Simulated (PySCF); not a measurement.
H2S, charge +1, doublet, at a GFN2-xTB geometry (a state made from the parent by changing its charge; the spin is typed, not shown lowest); R2SCAN/def2-SV(P) (PySCF).

PySCF was given this input:
```python
from pyscf import gto, scf, dft

mol = gto.M(
    atom='''
S    -0.00036152   -0.00213359    0.10390253
H    -0.03847239    1.00861520   -0.81100328
H     0.04425671   -0.97447779   -0.85143727
''',
    basis='def2-sv(p)',
    charge=1,
    spin=1,
    verbose=4,
)

mf = dft.UKS(mol)
mf.xc = 'r2scan'
mf.grids.prune = dft.gen_grid.treutler_prune
mf.kernel()
mf.analyze()
```

**Question.** Predict the main parts of the log of this PySCF run.

**Answer.** 
```
PySCF version 2.14.0

[INPUT] verbose = 4
[INPUT] num. atoms = 3
[INPUT] num. electrons = 17
[INPUT] charge = 1
[INPUT] spin (= nelec alpha-beta = 2S) = 1
[INPUT] symmetry False subgroup None
[INPUT] Mole.unit = angstrom
[INPUT] Symbol           X                Y                Z      unit          X                Y                Z       unit  Magmom
[...]
nuclear repulsion = 12.6825325522774
number of shells = 12
number of NR pGTOs = 44
number of NR cGTOs = 22
basis = def2-sv(p)
ecp = {}

******** <class 'pyscf.dft.uks.UKS'> ********
method = UKS
initial guess = minao
damping factor = 0
level_shift factor = 0
DIIS = <class 'pyscf.scf.diis.CDIIS'>
diis_start_cycle = 1
diis_space = 8
diis_damp = 0
SCF conv_tol = 1e-09
SCF conv_tol_grad = None
SCF max_cycles = 50
direct_scf = True
direct_scf_tol = 1e-13
number electrons alpha = 9  beta = 8
XC library pyscf.dft.libxc version 7.1.2
    S. Lehtola, C. Steigemann, M. J. T. Oliveira, and M. A. L. Marques,  SoftwareX 7, 1–5 (2018)
XC functionals = r2scan
    J. W. Furness, A. D. Kaplan, J. Ning, J. P. Perdew, and J. Sun,  J. Phys. Chem. Lett. 11, 8208–8215 (2020)
    J. W. Furness, A. D. Kaplan, J. Ning, J. P. Perdew, and J. Sun,  J. Phys. Chem. Lett. 11, 9248–9248 (2020)
    J. W. Furness, A. D. Kaplan, J. Ning, J. P. Perdew, and J. Sun,  J. Phys. Chem. Lett. 11, 8208–8215 (2020)
    J. W. Furness, A. D. Kaplan, J. Ning, J. P. Perdew, and J. Sun,  J. Phys. Chem. Lett. 11, 9248–9248 (2020)
radial grids:
    Treutler-Ahlrichs [JCP 102, 346 (1995); DOI:10.1063/1.469408] (M4) radial grids

becke partition: Becke, JCP 88, 2547 (1988); DOI:10.1063/1.454033
pruning grids: <function treutler_prune>
grids dens level: 3
symmetrized grids: False
atomic radii adjust function: <function treutler_atomic_radii_adjust>
small_rho_cutoff = 0
Set gradient conv threshold to 3.16228e-05
tot grids = 34872
init E= -399.127033089497

cycle= 1 E= -398.824995722807  delta_E= 0.302  |g|= 0.158  |ddm|= 1.08
cycle= 2 E= -398.838043788279  delta_E= -0.013  |g|= 0.0971  |ddm|= 0.442
cycle= 3 E= -398.843086462871  delta_E= -0.00504  |g|= 0.0147  |ddm|= 0.153
cycle= 4 E= -398.843234888309  delta_E= -0.000148  |g|= 0.00683  |ddm|= 0.0276
cycle= 5 E= -398.843271997229  delta_E= -3.71e-05  |g|= 0.000802  |ddm|= 0.00853
cycle= 6 E= -398.843272912151  delta_E= -9.15e-07  |g|= 0.00022  |ddm|= 0.00168
cycle= 7 E= -398.843273002063  delta_E= -8.99e-08  |g|= 4.94e-05  |ddm|= 0.000602
cycle= 8 E= -398.843273006687  delta_E= -4.62e-09  |g|= 5.31e-06  |ddm|= 0.000153
cycle= 9 E= -398.843273006756  delta_E= -6.91e-11  |g|= 2.84e-07  |ddm|= 2.23e-05
Extra cycle  E= -398.843273006757  delta_E= -3.41e-13  |g|= 7.87e-08  |ddm|= 6.5e-07
converged SCF energy = -398.843273006757  <S^2> = 0.75622973  2S+1 = 2.0062201
**** SCF Summaries ****
Total Energy =                        -398.843273006756817
Nuclear Repulsion Energy =              12.682532552277376
One-electron Energy =                 -569.310478892834908
Two-electron Energy =                  157.784673333800697
Two-electron Coulomb Energy =          183.832116749089323
DFT Exchange-Correlation Energy =      -26.047443415288619
**** MO energy ****
                             alpha | beta                alpha | beta
[...]
To work with the spin densities directly, `use mulliken_meta_spin()` only printing them here.

 ** Mulliken spin pop alpha/beta on meta-lowdin orthogonal AOs **
 ** Mulliken Spin Density (per AO)  **
spin_pop of  0 S 1s        0.00000
spin_pop of  0 S 2s        0.00000
spin_pop of  0 S 3s        0.02787
spin_pop of  0 S 4s       -0.00054
spin_pop of  0 S 2px       0.00010
spin_pop of  0 S 2py       0.00000
spin_pop of  0 S 2pz       0.00000
spin_pop of  0 S 3px       0.99347
spin_pop of  0 S 3py       0.03001
spin_pop of  0 S 3pz       0.00553
spin_pop of  0 S 4px       0.00310
spin_pop of  0 S 4py       0.00003
spin_pop of  0 S 4pz       0.00034
spin_pop of  0 S 3dxy     -0.00001
spin_pop of  0 S 3dyz      0.00060
spin_pop of  0 S 3dz^2     0.00075
spin_pop of  0 S 3dxz      0.00162
spin_pop of  0 S 3dx2-y2   -0.00126
spin_pop of  1 H 1s       -0.03029
spin_pop of  1 H 2s       -0.00052
spin_pop of  2 H 1s       -0.03029
spin_pop of  2 H 2s       -0.00052
 ** Mulliken Spin Density (per atom)  **
spin density of  0 S =      1.06162
spin density of  1 H =     -0.03081
spin density of  2 H =     -0.03081
 ** Mulliken pop alpha/beta on meta-lowdin orthogonal AOs **
 ** Mulliken pop       alpha | beta **
[...]
In total             9.00000 | 8.00000
 ** Mulliken atomic charges   ( Nelec_alpha | Nelec_beta ) **
charge of  0S =      0.61443  (     8.22359      7.16197 )
charge of  1H =      0.19278  (     0.38820      0.41901 )
charge of  2H =      0.19278  (     0.38820      0.41901 )

WARN: System has nonzero charge 1; the dipole moment is origin-dependent.
Location of origin: [0. 0. 0.]

Dipole moment(X, Y, Z, Debye):  0.00615,  0.03625, -1.76534
```
